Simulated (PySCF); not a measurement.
ClHMoOS₂, SMILES [O]=[Mo](=[S])([SH])[Cl], multiplicity 1.

Coordinates come from a B3LYP-D3(BJ)/def2-SVP optimisation. The multiplicity is an assumed one; no other spin state was optimised. The structure was generated by enumeration; whether it is a known compound was not checked. The def2 effective core potentials stand for the cores of Mo; spin–orbit coupling is left out. One conformer was computed; it need not be the lowest.

All values below come from M06-2X/def2-TZVP (PySCF).

Gas-phase values at a fixed geometry.

Q: Estimate the frontier levels, gap, dipole moment and polarisability. (The exact figures need the calculation; the answer reports its results.)

A: 
The highest occupied level is -9.32 eV and the lowest empty level is -2.99 eV. The orbital gap comes out as 6.33 eV. The dipole moment comes out as 2.12 D. The quadrupole, principal values (traceless, Buckingham form, about the centre of nuclear charge) is -4.67, -0.09, 4.76 D·Å and the mean static polarisability is 96.0 bohr³ (14.23 Å³). The polarisability, principal values is 76.3, 99.6, 112.2 bohr³.
